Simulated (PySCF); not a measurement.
PySCF input:

```python
from pyscf import gto, scf, dft

mol = gto.M(
    atom='''
    C     1.21632433   -0.06610190   -0.33003638
    C    -0.01604231   -0.01371774    0.04003491
    O    -1.16868300    0.10870740    0.20657606
    H     2.14777190   -0.39074138    0.08740038
    ''',
    basis='def2-tzvpd',
    charge=0,
    spin=1,
    verbose=4,
)

mf = scf.UHF(mol).density_fit(auxbasis='def2-universal-jkfit')
mf.conv_tol = 1e-9
mf.max_cycle = 100
mf.max_memory = 1500
mf.kernel()
if not mf.converged:
    mf = mf.newton()
    mf.kernel(mf.make_rdm1())
for _ in range(2):
    mo, _, stable, _ = mf.stability(return_status=True)
    if stable:
        break
    mf.kernel(mf.make_rdm1(mo, mf.mo_occ))
mf.analyze()
```

Question: What final total energy does it print?

Answer: -151.14658 Eh (HF/def2-TZVPD).

It need not be the lowest isomer of its formula.
